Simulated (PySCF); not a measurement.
C$_{2}$H$_{8}$AsGa, charge +1, doublet, geometry from GFN2-xTB (such geometries of metal compounds can be far from the true shape) (a state made from the parent by changing its charge; the spin is typed, not shown lowest); PySCF with DF-BLYP/6-31G*.

Input for PySCF:
```python
from pyscf import gto, scf, dft

mol = gto.M(
    atom='''
Ga    0.505330   -0.769123    0.428570
C     2.180751   -1.008223   -0.748431
H     2.939411   -1.570042   -0.195308
H     2.573826   -0.021814   -1.017630
H     1.916008   -1.557320   -1.657810
C    -0.663889   -1.329582    2.031139
H    -1.460564   -1.997955    1.688945
H    -1.105066   -0.435009    2.484076
H    -0.047406   -1.851910    2.768945
As   -0.816870    1.335458   -0.680680
H    -2.076828    0.518366   -0.564058
H    -0.549050    0.715225   -2.026647
''',
    basis='6-31g*',
    charge=1,
    spin=1,
    verbose=4,
)

mf = dft.UKS(mol)
mf.xc = 'blyp'
mf.diis_space = 2
mf = mf.density_fit(auxbasis='def2-universal-jkfit')
mf.kernel()
```

Question: What does PySCF print? Leave out banner, timings and long lists.

Answer: 
```
PySCF version 2.14.0

[INPUT] verbose = 4
[INPUT] num. atoms = 12
[INPUT] num. electrons = 83
[INPUT] charge = 1
[INPUT] spin (= nelec alpha-beta = 2S) = 1
[INPUT] symmetry False subgroup None
[INPUT] Mole.unit = angstrom
[INPUT] Symbol           X                Y                Z      unit          X                Y                Z       unit  Magmom
[...]
nuclear repulsion = 480.275995209765
number of shells = 52
number of NR pGTOs = 276
number of NR cGTOs = 108
basis = 6-31g*
ecp = {}

******** <class 'pyscf.df.df_jk.DFUKS'> ********
method = DFUKS
initial guess = minao
damping factor = 0
level_shift factor = 0
DIIS = <class 'pyscf.scf.diis.CDIIS'>
diis_start_cycle = 1
diis_space = 2
diis_damp = 0
SCF conv_tol = 1e-09
SCF conv_tol_grad = None
SCF max_cycles = 50
direct_scf = False
number electrons alpha = 42  beta = 41
XC library pyscf.dft.libxc version 7.1.2
    S. Lehtola, C. Steigemann, M. J. T. Oliveira, and M. A. L. Marques,  SoftwareX 7, 1–5 (2018)
XC functionals = blyp
    A. D. Becke,  Phys. Rev. A 38, 3098 (1988)
    C. Lee, W. Yang, and R. G. Parr,  Phys. Rev. B 37, 785 (1988)
    B. Miehlich, A. Savin, H. Stoll, and H. Preuss,  Chem. Phys. Lett. 157, 200 (1989)
radial grids:
    Treutler-Ahlrichs [JCP 102, 346 (1995); DOI:10.1063/1.469408] (M4) radial grids

becke partition: Becke, JCP 88, 2547 (1988); DOI:10.1063/1.454033
pruning grids: <function nwchem_prune>
grids dens level: 3
symmetrized grids: False
atomic radii adjust function: <function treutler_atomic_radii_adjust>
small_rho_cutoff = 0
Set gradient conv threshold to 3.16228e-05
tot grids = 148032
init E= -4239.77866265762

cycle= 1 E= -4240.7901456864  delta_E= -1.01  |g|= 0.705  |ddm|= 2.21
cycle= 2 E= -4240.21145524706  delta_E= 0.579  |g|= 1.24  |ddm|=    2
cycle= 3 E= -4240.9086196524  delta_E= -0.697  |g|= 0.229  |ddm|= 1.64
cycle= 4 E= -4240.62649507787  delta_E= 0.282  |g|= 0.571  |ddm|= 1.36
cycle= 5 E= -4240.95747229892  delta_E= -0.331  |g|= 0.0503  |ddm|= 1.17
cycle= 6 E= -4240.95723420967  delta_E= 0.000238  |g|= 0.0569  |ddm|= 0.083
cycle= 7 E= -4240.95685980805  delta_E= 0.000374  |g|= 0.0533  |ddm|= 0.142
cycle= 8 E= -4240.95833620549  delta_E= -0.00148  |g|= 0.0439  |ddm|= 0.116
cycle= 9 E= -4240.95801757604  delta_E= 0.000319  |g|= 0.0439  |ddm|= 0.0548
cycle= 10 E= -4240.95780579688  delta_E= 0.000212  |g|= 0.0415  |ddm|= 0.0952
cycle= 11 E= -4240.95853543021  delta_E= -0.00073  |g|= 0.0345  |ddm|= 0.0802
[...]
cycle= 21 E= -4240.95875973845  delta_E= -8.88e-06  |g|= 0.0158  |ddm|= 0.0233
cycle= 22 E= -4240.95869769896  delta_E= 6.2e-05  |g|= 0.0155  |ddm|= 0.0304
cycle= 23 E= -4240.95878592809  delta_E= -8.82e-05  |g|= 0.013  |ddm|= 0.0312
cycle= 24 E= -4240.95879111113  delta_E= -5.18e-06  |g|= 0.0129  |ddm|= 0.019
cycle= 25 E= -4240.9587335647  delta_E= 5.75e-05  |g|= 0.0133  |ddm|= 0.0251
cycle= 26 E= -4240.95878498935  delta_E= -5.14e-05  |g|= 0.0121  |ddm|= 0.0282
cycle= 27 E= -4240.95880881453  delta_E= -2.38e-05  |g|= 0.0108  |ddm|= 0.0169
cycle= 28 E= -4240.95872718493  delta_E= 8.16e-05  |g|= 0.0136  |ddm|= 0.023
cycle= 29 E= -4240.95874659423  delta_E= -1.94e-05  |g|= 0.0137  |ddm|= 0.0303
cycle= 30 E= -4240.95879556303  delta_E= -4.9e-05  |g|= 0.0116  |ddm|= 0.0209
cycle= 31 E= -4240.95868953928  delta_E= 0.000106  |g|= 0.0155  |ddm|= 0.0251
cycle= 32 E= -4240.95862826137  delta_E= 6.13e-05  |g|= 0.0188  |ddm|= 0.0385
cycle= 33 E= -4240.95875655986  delta_E= -0.000128  |g|= 0.0141  |ddm|= 0.0299
cycle= 34 E= -4240.95855057695  delta_E= 0.000206  |g|= 0.0213  |ddm|= 0.0341
cycle= 35 E= -4240.95845978689  delta_E= 9.08e-05  |g|= 0.0245  |ddm|= 0.0512
cycle= 36 E= -4240.95866260414  delta_E= -0.000203  |g|= 0.0194  |ddm|= 0.0419
cycle= 37 E= -4240.95827582945  delta_E= 0.000387  |g|= 0.0294  |ddm|= 0.0475
cycle= 38 E= -4240.95806877086  delta_E= 0.000207  |g|= 0.0344  |ddm|= 0.0721
cycle= 39 E= -4240.95849423968  delta_E= -0.000425  |g|= 0.0264  |ddm|= 0.0586
cycle= 40 E= -4240.95759441821  delta_E= 0.0009  |g|= 0.0433  |ddm|= 0.0705
cycle= 41 E= -4240.95750285619  delta_E= 9.16e-05  |g|= 0.0453  |ddm|=  0.1
cycle= 42 E= -4240.95810931565  delta_E= -0.000606  |g|= 0.0378  |ddm|= 0.081
cycle= 43 E= -4240.95632496268  delta_E= 0.00178  |g|= 0.061  |ddm|= 0.101
cycle= 44 E= -4240.95612201834  delta_E= 0.000203  |g|= 0.0644  |ddm|= 0.143
cycle= 45 E= -4240.9573774722  delta_E= -0.00126  |g|= 0.0528  |ddm|= 0.114
cycle= 46 E= -4240.95318565547  delta_E= 0.00419  |g|= 0.0908  |ddm|= 0.151
cycle= 47 E= -4240.95393479738  delta_E= -0.000749  |g|= 0.0866  |ddm|= 0.203
cycle= 48 E= -4240.95567580722  delta_E= -0.00174  |g|= 0.077  |ddm|= 0.162
cycle= 49 E= -4240.94743515457  delta_E= 0.00824  |g|= 0.128  |ddm|= 0.217
cycle= 50 E= -4240.94827395836  delta_E= -0.000839  |g|= 0.126  |ddm|= 0.296
SCF not converged.
SCF energy = -4240.94827395836 after 50 cycles  <S^2> = 0.75184224  2S+1 = 2.0018414
```

The run did not converge; its last values are not results.
